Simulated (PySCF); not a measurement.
**Nitrogen: a sound run and one with changed settings**

Sound run: N⁺ [He] 2s2 2p2, N²⁺ [He] 2s2 2p1. All numbers are calculated (PySCF 2.14, scalar relativity by spin-free X2C-1e, in x2c-SVPall). In the sound run the correlated levels freeze 1s2. The sound run starts from symmetry-adapted Hartree-Fock orbitals and uses a fine grid where one is needed.

Changed run: a valence shell is frozen. This setting is unsound on purpose.

| species | method | sound run (hartree) | changed run (hartree) | converged |
| --- | --- | --- | --- | --- |
| N⁺ | MP2 | -53.90413 | -53.85526 | yes |
| N⁺ | CCSD(T) | -53.92629 | -53.85671 | yes |

Ionisation energy of N⁺:

```
 method  sound run (eV)  changed run (eV)
    UHF          29.351            29.351
    MP2          29.556            29.498
SCS-MP2          29.446            29.400
   CCSD          29.349            29.537
CCSD(T)          29.354            29.537
  CCSDT             n/a            29.537
    FCI             n/a            29.537
```

Freezing a valence shell removes pair correlation that changes on ionisation.

For comparison, NIST gives 29.601 eV between the lowest levels.
